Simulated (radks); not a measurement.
Problem. All-electron atom: Zn VI in [Ar] 3d7. Calculated with a radial shooting solver on a logarithmic mesh with Libxc functionals: Dirac Kohn-Sham, BLYP, spin-unpolarised, spherical densities, finite nucleus; open shells are shared between the two j in proportion to 2j + 1; Fermi nuclear charge, rms radius 3.9283 fm. Some entries of the table are withheld. Estimate them.

| orbital | occ. | eigenvalue (eV) | <1/r> (bohr^-1) | <r> (bohr) |
|---|---|---|---|---|
| 1s1/2 | 2 | (1) | 30.23 | 0.05031 |
| 2s1/2 | 2 | -1255.241 | 6.620 | 0.2260 |
| 2p1/2 | 2 | -1117.142 | 6.578 | 0.1959 |
| 2p3/2 | 4 | -1093.260 | 6.421 | 0.1993 |
| 3s1/2 | 2 | (2) | 2.145 | 0.6654 |
| 3p1/2 | 2 | -176.1965 | 2.030 | (3) |
| 3p3/2 | 4 | -172.9004 | 1.993 | (4) |
| 3d3/2 | 2.8 | (5) | 1.732 | 0.7337 |
| 3d5/2 | 4.2 | (6) | 1.723 | 0.7370 |

Solution. 
(1) 1s1/2 eigenvalue (eV): -9621.380
(2) 3s1/2 eigenvalue (eV): -220.4223
(3) 3p1/2 <r> (bohr): 0.6802
(4) 3p3/2 <r> (bohr): 0.6894
(5) 3d3/2 eigenvalue (eV): -98.5979
(6) 3d5/2 eigenvalue (eV): -98.1320
